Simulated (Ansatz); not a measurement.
Li10⁺. Total charge 1; doublet. Geometry relaxed at PBE0/def2-TZVP.

```csv
atom,x (Å),y (Å),z (Å)
Li1,1.4181,-0.1254,2.3383
Li2,-1.6134,0.4330,2.1919
Li3,0.4622,2.4976,0.9894
Li4,-0.2607,-1.1751,-2.4583
Li5,-0.4262,1.8702,-1.9804
Li6,1.8538,-2.0979,-0.1886
Li7,-2.6137,-0.0655,-0.7664
Li8,0.0278,-0.0303,-0.0034
Li9,-1.2045,-2.3132,0.8418
Li10,2.3566,1.0065,-0.9643
```

The charge 1 doublet is spin-contaminated (final ⟨S²⟩ up to 0.85, 0.75 for a pure state). The relaxation made no stability test and no search for a lower SCF solution. The structure comes from a short search, and lower isomers may exist.

Problem. Estimate the harmonic wavenumbers at UKS PBE0/def2-TZVP (Ansatz, unscaled). Is this a minimum?

Solution. 35, 92, 108, 144, 146, 160, 166, 172, 174, 181, 187, 189, 193, 220, 223, 223, 232, 232, 235, 255, 272, 394, 396, 402 cm⁻¹. Yes, no mode is imaginary beyond noise. Zero-point energy 30.1 kJ/mol. Hardware: 4 threads of Intel Xeon Platinum 8488C on a shared host. Wall time 91 s.
